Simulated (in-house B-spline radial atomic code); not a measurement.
**RPA and G0W0 on PBEsol: Cs II (Cs+)**

Configuration [Kr] 4d10 5s2 5p6, mean-field start PBEsol. Computed with an all-electron radial atomic-structure program (B-spline basis): all electrons, scalar-relativistic (spin-free one-electron X2C), finite nucleus, each spin shell either full or empty, empty states to l = 9 with an (l + 1/2)⁻⁴ tail; G0W0 by contour deformation at full frequency.

Spin-orbit coupling, left out, splits p levels strongly here.

Command:
```bash
python run_gw.py task.json out
```
Settings (radii: box in bohr, nucleus in fm):
```
Z                        55
electrons                54
configuration            [Kr] 4d10 5s2 5p6
hamiltonian              x2c
method                   pbesol
lmax                     9
rms_radius               4.8041
spin_polarised           False
box_radius               23.78
intervals                70
```

Time taken, with all properties: 5.3 s on 1 thread of Arm Neoverse N1 (shared host).

Energies (hartree):

```
                                     term        value
                         mean-field total  -7782.35658
Hartree-Fock functional on these orbitals  -7782.97057
                      direct second order      -4.9424
                    second-order exchange       1.3366
                         SOSEX correction       1.2411
```

Task: What is the RPA correlation energy, and what remains with SOSEX?

Result: RPA gives -4.2983 hartree (-2.17 eV per electron); RPA + SOSEX gives -3.0572, and the second-order doubles -3.6058 hartree (no singles). RPA lacks exchange-type terms and so overcorrelates at short range.

Quasi-particle levels (eV):

```tsv
level	occupied	mean field	Σx - vxc	Σc	QP weight	G0W0
5p	yes	-18.686	-4.51	?	?	?
6s	no	-5.516	2.59	-0.87	0.972	-3.798
```

G0W0 = mean field + (Σx - vxc) + Σc, with Σc (partial-wave tail included) taken at the quasi-particle energy. Only the outer levels were computed. Levels of low weight are left out.

Task: Where does G0W0 put 5p?

Result: At -23.638 eV, with Σc = -0.44 eV and a quasi-particle weight of 0.899. The tabulated removal energy is 23.157 eV (NIST, measured); the calculation leaves out spin-orbit coupling, Breit and QED terms, and what these don't explain is the method's own error.
